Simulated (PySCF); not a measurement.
**Dy(III) with more and more NH2**

Computed with PySCF 2.14.0, PBE0, def2-SVP on the ligands, density fitting, scalar-relativistic core potentials, no spin-orbit coupling, vacuum. The metal has lcecp-1-SVP with ECP55. Each complex is relaxed within the symmetry of its template. Distances are means of the shortest metal–ligand contacts, charges and spins Mulliken's; removal energies are rigid, with the ligand's formal charge and no counterpoise, so too large; for an anion taken off a cation in vacuum most of it is the attraction of opposite charges, and multiply charged cations can part far more cheaply with an electron moved from ligand to metal. lcecp potentials hold a fixed number of 4f electrons in the core, out of states, spins and gaps.

```json
{"complex": "[Dy(NH2)2]+", "point group": "C2v", "M–NH2 (Å)": "2.071", "charge on M (e)": "1.20", "dipole (D)": "–", "removal of one NH2 (eV)": "17.15", "strongest infrared band, degenerate modes summed (cm⁻¹)": "630", "unstable modes (below −25 cm⁻¹)": "0"}
{"complex": "[Dy(NH2)4]−", "point group": "S4", "M–NH2 (Å)": "2.253", "charge on M (e)": "0.62", "dipole (D)": "–", "removal of one NH2 (eV)": "5.25", "strongest infrared band, degenerate modes summed (cm⁻¹)": "–", "unstable modes (below −25 cm⁻¹)": "not given"}
```

(1) What does the calculation give for Dy(NH2)3?

Moved off a saddle point of the template and relaxed again: [Dy(NH2)2]+, Dy(NH2)3, [Dy(NH2)4]−. One start shape was tried for each, so a minimum needn't be the lowest isomer.

Answers

(1) point group: C3v, nearly planar, M–NH2 (Å): 2.175, charge on M (e): 0.91, dipole (D): 0.13, removal of one NH2 (eV): 10.68, unstable modes (below −25 cm⁻¹): not given.
```xyz
10

Dy   -0.0047   -0.0068   -0.0517
N     2.1690   -0.0015    0.0080
H     2.7895   -0.8038    0.1223
H     2.7888    0.8068   -0.0618
N    -1.0844    1.8714   -0.2344
H    -2.0944    2.0201   -0.2220
H    -0.6780    2.8039   -0.3217
N    -1.0907   -1.8746    0.1997
H    -0.6932   -2.8059    0.3281
H    -2.1019   -2.0096    0.2335
```
